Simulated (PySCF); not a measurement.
H₂B₃Cl₃N₃ (SMILES ClB1[N]B(Cl)NB(Cl)N1), doublet, at a GFN2-xTB geometry. Base run: PBE/3-21G (PySCF).

Input for PySCF:
```python
from pyscf import gto, scf, dft

mol = gto.Mole()
mol.atom = '''
    Cl    3.07597470   -0.77040127   -0.22727612
    B     1.43084333   -0.29369213   -0.10388484
    N     0.96159972    0.99837247   -0.03585883
    B    -0.34415575    1.42193598    0.06336139
    Cl   -0.87855374    3.05185431    0.14533252
    N    -1.33340479    0.36585973    0.09942782
    B    -0.95919836   -0.99587928    0.03576928
    Cl   -2.15816795   -2.24069894    0.08047982
    N     0.41266650   -1.32180818   -0.06509275
    H    -2.30512899    0.63343657    0.17191337
    H     0.71435169   -2.28504715   -0.11259200
'''
mol.basis = '3-21g'
mol.spin = 1
mol.verbose = 5
mol.build()

mf = dft.UKS(mol)
mf.xc = 'pbe'
mf.kernel()
mf.analyze()
```

Variants of this job, named by their change:

```
change                                           ΔE vs base (mEh)  fitting functions  dipole (D)
-----------------------------------------------  ----------------  -----------------  ----------
base                                                        0.000                  -        1.03
auxbasis = even-tempered beta=1.6                          -3.126                913        1.03
auxbasis = def2-universal-jfit                             -1.424                469        1.03
auxbasis = autoaux                                         -3.520                794        1.03
auxbasis = cc-pvdz-jkfit                                   -0.737                802        1.03
auxbasis = default (with mf = mf.density_fit())            -0.702                876        1.03
auxbasis = cc-pvtz-ri                                     -40.732                912        1.03
auxbasis = def2-universal-jkfit                            -0.702                876        1.03
auxbasis = even-tempered beta=3.0                         -10.660                410        1.03
auxbasis = def2-svp-ri                                    -2557.3                502        1.03
```

A fitting set is made for a task (jfit for Coulomb, jkfit for Coulomb and exchange, ri for correlation) and for a family of orbital bases.

Open shells are given as the SCF converged; they aren't shown to be the lowest states, and a large step between rows can be another state.
